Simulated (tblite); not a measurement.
What does the GFN2-xTB structure of InChI=1S/C4H7F3SSi/c5-4(6,7)8-3-1-2-9-3/h3H,1-2,9H2/t3-/m0/s1 look like in three dimensions?

```xyz
16
C4H7F3SSi angstrom
F      1.6758   -0.8673   -0.9967
C      2.3608    0.0945   -0.3666
F      2.2358    1.1963   -1.1229
F      3.6442   -0.2503   -0.3913
S      1.8096    0.3580    1.3404
C      0.0045    0.4100    1.1256
C     -0.7198   -0.9430    1.0973
C     -1.8763   -0.5517    0.1564
Si    -0.9542    1.0148   -0.4458
H     -0.2985    0.9885    2.0005
H     -0.0951   -1.7099    0.6427
H     -1.0333   -1.2958    2.0789
H     -2.1155   -1.3143   -0.5795
H     -2.7867   -0.3351    0.7113
H     -1.5544    2.3314   -0.2529
H     -0.3044    0.8828   -1.7414
```

Any rigid rotation of these coordinates is as good. Atoms count from 1 in this order. Of the pairs four or more bonds apart, F3···Si9 is among the closest relative to their van der Waals radii: 3.27 Å, 91 % of the sum of Bondi's values. The 4-membered ring C6–C7–C8–Si9 has internal angles of 74.2° to 98.1°; it is puckered, 0.11 Å rms from its mean plane, widest ring torsion 17°. S5 (sulfide sulfur) is bent (angle 101.2°). The 2 C–Si bonds span 1.915 Å (C8–Si9, drawn single) to 1.938 Å (C6–Si9, drawn single), a spread of 0.023 Å.

Bonds between heavy atoms (Å): F1–C2 1.338, C2–F3 1.342, C2–F4 1.329, C2–S5 1.813, S5–C6 1.819, C6–C7 1.535, C7–C8 1.541, C8–Si9 1.915, C6–Si9 1.938.

The geometry is computed with GFN2-xTB (gas phase).

Point group: C1 (no symmetry element, even within 0.4 Å). Its GFN2-xTB frequencies are all real (lowest 44 cm⁻¹). The numbers are those of one conformer (C2–S5–C6–C7 84°, S5–C6–C7–C8 -149°, C6–C7–C8–Si9 17°, C7–C8–Si9–C6 -13°, S5–C6–Si9–C8 139°). 3 starts were optimised and ended at 0.00, 0.19 and 0.37 kcal/mol (GFN2-xTB); the lowest of these is shown.

Time: 1.6 s. Hardware: one thread, Arm Neoverse N1 (aarch64), no GPU (shared host). That covers the optimisation of the geometry.
